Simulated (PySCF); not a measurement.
SMILES C=C(C#CCC)/C=C/C, C₉H₁₂

Molfile (atoms numbered from 1):
```
C9H12
     RDKit          3D

 21 20  0  0  0  0  0  0  0  0999 V2000
   -2.0206    2.3279    0.3455 C   0  0  0  0  0  0  0  0  0  0  0  0
   -1.3392    1.1807    0.2273 C   0  0  0  0  0  0  0  0  0  0  0  0
    0.0650    1.1976    0.0151 C   0  0  0  0  0  0  0  0  0  0  0  0
    1.2538    1.2194   -0.1650 C   0  0  0  0  0  0  0  0  0  0  0  0
    2.6863    1.2102   -0.3822 C   0  0  0  0  0  0  0  0  0  0  0  0
    3.2236   -0.2183   -0.4819 C   0  0  0  0  0  0  0  0  0  0  0  0
   -1.9952   -0.1180    0.3079 C   0  0  0  0  0  0  0  0  0  0  0  0
   -1.3717   -1.2881    0.1986 C   0  0  0  0  0  0  0  0  0  0  0  0
   -2.0461   -2.6137    0.2831 C   0  0  0  0  0  0  0  0  0  0  0  0
   -3.0855    2.3322    0.5053 H   0  0  0  0  0  0  0  0  0  0  0  0
   -1.5326    3.2852    0.2850 H   0  0  0  0  0  0  0  0  0  0  0  0
    2.9073    1.7561   -1.3050 H   0  0  0  0  0  0  0  0  0  0  0  0
    3.1732    1.7344    0.4466 H   0  0  0  0  0  0  0  0  0  0  0  0
    4.2994   -0.2070   -0.6433 H   0  0  0  0  0  0  0  0  0  0  0  0
    3.0150   -0.7662    0.4347 H   0  0  0  0  0  0  0  0  0  0  0  0
    2.7539   -0.7427   -1.3117 H   0  0  0  0  0  0  0  0  0  0  0  0
   -3.0653   -0.0860    0.4708 H   0  0  0  0  0  0  0  0  0  0  0  0
   -0.3016   -1.3084    0.0353 H   0  0  0  0  0  0  0  0  0  0  0  0
   -3.1157   -2.5020    0.4461 H   0  0  0  0  0  0  0  0  0  0  0  0
   -1.6250   -3.1995    1.1008 H   0  0  0  0  0  0  0  0  0  0  0  0
   -1.8878   -3.1769   -0.6372 H   0  0  0  0  0  0  0  0  0  0  0  0
  1  2  2  0
  2  3  1  0
  3  4  3  0
  4  5  1  0
  5  6  1  0
  2  7  1  0
  7  8  2  0
  8  9  1  0
  1 10  1  0
  1 11  1  0
  5 12  1  0
  5 13  1  0
  6 14  1  0
  6 15  1  0
  6 16  1  0
  7 17  1  0
  8 18  1  0
  9 19  1  0
  9 20  1  0
  9 21  1  0
M  END
```

Method used: GIAO KT3/pcSseg-1 magnetisability, rotational g tensor and spin-rotation constants, non-relativistic, gas phase (PySCF). Geometry: GFN2-xTB.

Q: Give the nuclear spin-rotation constants along the inertial axes (H = +C I·J) beside the isotropic shieldings.

A: Rotational constants 1.9349, 0.9174, 0.6296 GHz. A star marks the isotopologue with that one atom substituted, in its own axes.
| atom | isotope | Caa (kHz) | Cbb (kHz) | Ccc (kHz) | mean (kHz) | σ (ppm) |
| --- | --- | --- | --- | --- | --- | --- |
| H10 | 1H | 0.150 | -0.075 | -0.075 | 0.000 | 26.6 |
| H11 | 1H | -0.013 | 0.001 | -0.073 | -0.028 | 26.4 |
| H12 | 1H | -0.145 | -0.079 | -0.006 | -0.077 | 29.0 |
| H13 | 1H | -0.144 | -0.079 | -0.006 | -0.077 | 29.0 |
| H14 | 1H | 0.035 | -0.092 | -0.070 | -0.043 | 30.5 |
| H15 | 1H | -0.159 | -0.080 | -0.014 | -0.084 | 30.4 |
| H16 | 1H | -0.159 | -0.080 | -0.014 | -0.084 | 30.4 |
| H17 | 1H | 0.175 | -0.070 | -0.078 | 0.009 | 25.8 |
| H18 | 1H | 0.158 | -0.065 | -0.071 | 0.007 | 25.5 |
| H19 | 1H | 0.040 | -0.080 | -0.074 | -0.038 | 30.0 |
| H20 | 1H | -0.207 | -0.051 | -0.011 | -0.089 | 29.7 |
| H21 | 1H | -0.207 | -0.050 | -0.011 | -0.089 | 29.7 |
| C1 | 13C* | 0.807 | 0.279 | 0.096 | 0.394 | 69.7 |
| C2 | 13C* | 0.886 | 0.294 | 0.093 | 0.425 | 59.6 |
| C3 | 13C* | 0.129 | 0.289 | 0.210 | 0.209 | 107.2 |
| C4 | 13C* | 0.224 | 0.288 | 0.225 | 0.245 | 91.1 |
| C5 | 13C* | 0.279 | 0.134 | 0.095 | 0.169 | 165.3 |
| C6 | 13C* | 0.288 | 0.119 | 0.099 | 0.169 | 166.4 |
| C7 | 13C* | 0.878 | 0.279 | 0.115 | 0.424 | 57.4 |
| C8 | 13C* | 0.871 | 0.321 | 0.089 | 0.427 | 56.8 |
| C9 | 13C* | 0.275 | 0.144 | 0.098 | 0.172 | 162.1 |

For the geometry as given, no vibrational averaging.
